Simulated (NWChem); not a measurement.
Species: MoH2SO3; SMILES [O]=[Mo](=[O])([OH])[SH]

```xyz
7

Mo     0.0347     0.2575    -0.0762
O      1.0096     0.6432    -1.3779
O      0.7268     0.7924     1.3471
O     -1.6531     1.0027    -0.3370
H     -2.2152     1.3895     0.3455
S     -0.0862    -2.0721     0.1244
H     -0.1106    -2.2704    -1.2154
```
Atoms are numbered in this order, from 1.

Level: PBE0/def2-SVP with def2 effective core potentials on Mo (NWChem), optimised geometry, unscaled harmonic frequencies. def2 effective core potentials on Mo; no spin-orbit coupling.

| frequency (cm⁻¹) | IR intensity (km/mol) |
|---|---|
| 154 | 12.6 |
| 165 | 1.9 |
| 211 | 26.2 |
| 250 | 0.1 |
| 281 | 6.7 |
| 290 | 102.5 |
| 342 | 14.0 |
| 421 | 55.5 |
| 575 | 170.3 |
| 630 | 16.8 |
| 755 | 92.3 |
| 1047 | 203.1 |
| 1071 | 104.2 |
| 2699 | 7.0 |
| 3897 | 298.8 |

```
Quantity                                                                           Result
-----------------------------------------------------------------------  ----------------
zero-point energy                                                           18.3 kcal/mol
thermal correction to the enthalpy at 298.15 K (with zero-point energy)     23.3 kcal/mol
heat capacity Cv                                                         23.2 cal/(mol K)
entropy at 298.15 K and 1 atm (symmetry number 1)                        84.2 cal/(mol K)
```

Rigid rotor and harmonic oscillator.
